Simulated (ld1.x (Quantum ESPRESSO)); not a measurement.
Which change was made? (O, TM)

| Item | Value |
| --- | --- |
| Element | O (Z = 8) |
| Generator | ld1.x (Quantum ESPRESSO) 7.5 |
| Type | norm-conserving Troullier–Martins (Kleinman–Bylander form) |
| Functional | PBE |
| Relativity | fully relativistic |
| Frozen core | [He] |
| Valence charge | 6 |
| Reference configuration | 2s2 2p3 (charge +1) |
| Partial waves | 2s (bound): rc 0.60 bohr; 2p (bound): rc 1.50 bohr; 3d channel at 0.25 Ry: rc 1.30 bohr |
| Local potential | all-electron potential smoothed inside 0.65 bohr (lloc = -1) |
| Core correction | Bessel-smoothed model core inside 0.30 bohr |

Open shells are filled in proportion to 2j + 1 (rel_dist='average').

Cutoffs, loose and tight: the cutoffs (Ry, on a coarse ladder) from which the occupation-weighted sum of valence levels, in a spherical-Bessel basis at the reference potential, stays within 10 and 1 mRy of its value at 400 Ry. They do not see the model core or the augmentation charge, which bear on the density cutoff. Test errors are all-electron minus pseudo excitation energies from the reference, over the configurations 2s2 2p4; 2s2 2p2; 2s2 2p1; 2s0 2p6; 2s2 2p3.5; 2s2 2p0; 2s2 2p4.3; variants that change the core or the reference have their own tests.

The base gives: outcome: generated; cutoff, loose: 200 Ry; cutoff, tight: over 300 Ry; bound ghosts: none; largest test error (meV): +1801.

Q: After one change the result is: outcome: generated; cutoff, loose: over 300 Ry; cutoff, tight: over 300 Ry; bound ghosts: none; largest test error (meV): +2286. Which change was it?
A. wave 2p (bound): rc 1.50 bohr becomes 2p (bound): rc 1.28 bohr
B. wave 2s (bound): rc 0.60 bohr becomes 2s (bound): rc 0.80 bohr
C. type RRKJ; local potential the d channel; rho0 0.02

A: C. The others give: wave 2s (bound): rc 0.60 bohr becomes 2s (bound): rc 0.80 bohr → outcome: generated; cutoff, loose: 80 Ry; cutoff, tight: 200 Ry; bound ghosts: none; largest test error (meV): +1787 | wave 2p (bound): rc 1.50 bohr becomes 2p (bound): rc 1.28 bohr → outcome: generated; cutoff, loose: 200 Ry; cutoff, tight: over 300 Ry; bound ghosts: none; largest test error (meV): +1070.
